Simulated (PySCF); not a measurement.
Calculation: B3LYP-D3(BJ)/def2-TZVP (PySCF). All species are isolated molecules in the gas phase. B3LYP has the VWN-RPA correlation part, as in Gaussian. Delta-SCF ions had no search for a lower state. Excitations are Tamm–Dancoff values on a coarser integration grid. The basis has no diffuse functions, so Rydberg states are missing or too high.

Reference species (SMILES): `NB(N)[SiH3]` (neutral, multiplicity 1).

```
Quantity                                 Result
--------------------------------------  -------
vertical ionisation energy (Delta-SCF)  9.29 eV
T1 excitation (TDA)                     5.56 eV
S1 oscillator strength                    0.000
HOMO–LUMO gap                           7.22 eV
```

Changed species: `NB([SiH3])[SiH3]` (2 of 3 NH2 replaced by SiH3; the reference has 1 of 3 NH2 replaced by SiH3).

Task: What does the change do to the vertical ionisation energy (Delta-SCF), T1 excitation (TDA), S1 oscillator strength and HOMO–LUMO gap?

Result: the vertical ionisation energy (Delta-SCF) falls by 0.04 eV, to 9.25 eV; the T1 excitation (TDA) falls by 1.49 eV, to 4.07 eV; the S1 oscillator strength hardly moves; the HOMO–LUMO gap decreases by 1.26 eV, to 5.96 eV.
